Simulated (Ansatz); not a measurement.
```yaml
atoms:
  - { symbol: N, position_ang: [-0.0090, 0.0019, -0.5450] }
  - { symbol: N, position_ang: [0.0019, -0.0098, 0.5485] }
```

Basis set: cc-pVDZ (spherical functions). Left uncorrelated: 2 orbitals. Charge 0, multiplicity 1.

Computed with Ansatz (development build ahead of 0.2.0); each method stands on the lowest determinant of its kind that the runs found. Restricted open shells among the atoms or ions are ROHF, correlated in semicanonical orbitals with singles.

Q: Give the atomization energy at this shape (free ground-state atoms in the same class of orbitals less the molecule, no zero-point energy) of singlet N₂ by RHF-MP2, RHF.

A:

```json
{"method": "RHF-MP2", "atomization energy": "9.16 eV"}
{"method": "RHF", "atomization energy": "4.84 eV"}
```
